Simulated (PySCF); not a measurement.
Isomers of C3H9As. Theory: PySCF, PBE0-D3(BJ)/def2-SVP geometry optimisation, gas phase. One conformer each; no zero-point energy, no entropy. No frequencies were run at this level. Point groups hold within 0.08 Å.

Question: Order them by energy at this level, lowest first, and give relative energies in kJ/mol.
A. trimethyl arsine, `C[As](C)C`
B. `[CH3:1][CH2:2][AsH:3][CH3:4]` with C1–C2–As3–C4 -168°

Answer: A (0.0), B (17.9).

```csv
SMILES,E (Eh),E rel (kJ/mol),dipole (D),point group,"A, B, C (MHz)"
C[As](C)C,-2354.83735,0.0,1.03,–,"4714, 4712, 3423"
CC[AsH]C,-2354.83055,17.9,1.12,C1,"9992, 2676, 2251"
```

***

Isomers of C4H2N2S. Method used: PBE0-D3(BJ)/def2-SVP geometry optimisation, gas phase (PySCF). One conformer each; no zero-point energy, no entropy. No frequencies were run at this level. Point groups hold within 0.08 Å.

Question: Order them by energy at this level, lowest first, and give relative energies in kcal/mol.
A. `N#Cc1cscn1` (4-cyanothiazole)
B. `N#Cc1nccs1`

Answer: A (0.0), B (1.3).

Neighbours under 2.5 kcal/mol apart (N#Cc1cscn1 and N#Cc1nccs1) can change places with a better method, another conformer or zero-point energy.

```
    SMILES      E (Eh)  E rel (kcal/mol)  dipole (D)  point group     A, B, C (MHz)
N#Cc1cscn1  -660.53733               0.0        5.02           Cs  7434, 1527, 1267
N#Cc1nccs1  -660.53526               1.3        4.97           Cs  5464, 1879, 1398
```
